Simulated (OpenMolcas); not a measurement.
## Ions of charge +3 along the 4d row with 6 oxide ligands in octahedral coordination

```
Program             : OpenMolcas
Method              : SS-CASPT2, IPEA 0.25 Eh, imaginary shift 0.1 Eh
Spin-orbit coupling : state interaction with AMFI integrals over the reference wave functions
```

The d shell is active; CASPT2 correlates the ligand valence shells and the outer metal core. Anionic complexes are neutralised by point charges behind the ligands. Distances were set from a Shannon-type radius of the metal (high-spin where two are listed) plus a fixed donor radius (O 1.38 Å). Ligand basis ANO-RCC-VDZP, DKH2 Hamiltonian. States (labels of O, the rotations of Oh). Energies in cm-1 above the lowest state or level, χT in cm3 K/mol; 10Dq and B are least-squares fits to the states below 45000 cm-1, weighted by degeneracy, with a free offset, and given where the rms deviation is under 5 % of |10Dq| (or 100 cm-1) and under 700 cm-1. Spin-only χT is S(S+1) / 2 for the spin of the ground state.

```csv
Ion,Shell,R (Å),Metal basis,Outer charge (e at Å behind ligand),Ground state,First state of that spin,10Dq,B (rms of fit),First gap with spin-orbit (degeneracies),χT at 300 K,First state of another spin,Spin-only χT
Mo3+,4d3,2.07,ANO-RCC-VDZP,1.5 at 2.6,4A2,4T2 15760,15181,467 (632),"11190 (4, 4)",1.725,2E 11320,1.875
Rh3+,4d6,2.04,ANO-RCC-VTZP,1.5 at 2.8,1A1,1T1 12470,,,"8430 (1, 2)",0.061,2S+1 = 3: 9080,0.000
Pd3+,4d7,2.14,ANO-RCC-VDZP,1.5 at 2.6,2E,12280,,,"4210 (4, 2)",0.572,4T1 5440,0.375
Ag3+,4d8,2.13,ANO-RCC-VTZP,1.5 at 3.2,3A2,3T2 17920,,,"1690 (3, 2)",1.241,1E 1680,1.000
```

The rows also differ in their metal basis and outer charges, so part of each step comes from that.

Below the highest spin of the shell: Rh3+, Pd3+. χT departs most from the spin-only value for Ag3+, by +0.241 cm3 K/mol.

Roots that are degenerate in the reference are averaged as groups; the widest CASPT2 spread within a group is 1100 cm-1 (the 3-fold group of multiplicity 3 near 17900 cm-1 above the lowest state of its run, Ag3+). Shifts and gaps below about the spread of the groups concerned are not significant. Over all roots computed the reference weight is 0.62 to 0.63 in Mo3+, 0.58 to 0.61 in Rh3+, 0.57 to 0.61 in Pd3+, 0.55 to 0.61 in Ag3+; the roots of lowest weight are the least certain, and an intruder state may touch them. The oxide ions are held by bare point charges, a crude embedding. Ligand-to-metal charge-transfer states are missing. With no ligand orbital active B as a rule stays too high, so bands that hang on it stand too high and its fall with covalency is understated. With one d shell and no ligand orbital active, 10Dq can be off by a tenth or more. The least metal-like active orbital is 76 % on the metal (Löwdin) and no ligand orbital is active, so the numbers are rough (holds for Mo3+). This shell can be high or low spin here, a state of another spin lies low, and with metal d orbitals alone active their balance is uncertain, so the ground spin may be wrong, although the usual error favours high spin (holds for Rh3+; Pd3+). The least metal-like active orbital is 75 % on the metal (Löwdin) and no ligand orbital is active, so the numbers are rough (holds for Rh3+). These CASPT2 states fit no ligand-field parameters well, so their order and spin gaps are uncertain (holds for Rh3+; Pd3+). An orbital doublet at a regular site is open to a Jahn-Teller distortion, which this geometry leaves out (holds for Pd3+). The least metal-like active orbital is 78 % on the metal (Löwdin) and no ligand orbital is active, so the numbers are rough (holds for Pd3+). Real 4d8 and 5d8 ions are as a rule square planar and diamagnetic (holds for Ag3+). The least metal-like active orbital is 71 % on the metal (Löwdin) and no ligand orbital is active, so the numbers are rough (holds for Ag3+). No measured value stands beside these numbers; the geometry was imposed, not optimised, and the real ion may take another.

A state without a sure symmetry label is named by its multiplicity alone.
